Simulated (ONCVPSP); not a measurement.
# F, ONCV: configuration errors across variants

F (Z = 9), optimised norm-conserving Vanderbilt (ONCV), made with ONCVPSP 4.0.1 (PBE, fully relativistic). Core [He], reference 2s2 2p5. Waves: 2s: rc 0.75 bohr, ncon 4, nbas 8, qcut 8.5 1/bohr, 2 projectors, debl 2 Ha; 2p: rc 1.50 bohr, ncon 4, nbas 7, qcut 7.1 1/bohr, 2 projectors, debl 3.9 Ha; d scattering state at 0.02 Ha: rc 1.55 bohr, ncon 4, nbas 7, qcut 5.5 1/bohr, 2 projectors, debl 0.5 Ha. Local part: polynomial inside 0.60 bohr (lpopt 5, dvloc0 3 Ha). Core correction: Teter function, fcfact 4.5, rcfact 1.35.

Open shells are filled in proportion to 2j + 1.

All-electron excitation energies from the reference (eV): (1) 2s2 2p4 19.390; (2) 2s2 2p3 57.775; (3) 2s2 2p2 118.412; (4) 2s2 2p4.5 7.543.

2 further variants failed, have other tests or another functional or relativity, and are left out.

Errors AE − PS in meV (a dash: test not solved or not reliable):

```csv
change,(1),(2),(3),(4),bound ghosts,GHOST(+) flags above zero
base,+71,+517,+1864,+12,none,"d5/2, d3/2"
p: rc 2.22,+256,+1638,+5279,+47,none,"d5/2, d3/2"
p: rc 1.62,+93,+661,+2324,+16,none,"d5/2, d3/2"
"core correction Teter function fitted to the true core (icmod 2), fcfact 0.45",+71,+520,+1869,+12,none,"d5/2, d3/2"
```

Question: Give the same row for: s: qcut 5.7; p: qcut 4.8; d: qcut 3.7.

Answer: +128, +898, +3129, +22; bound ghosts: none; GHOST(+) flags above zero: s, d5/2, d3/2.
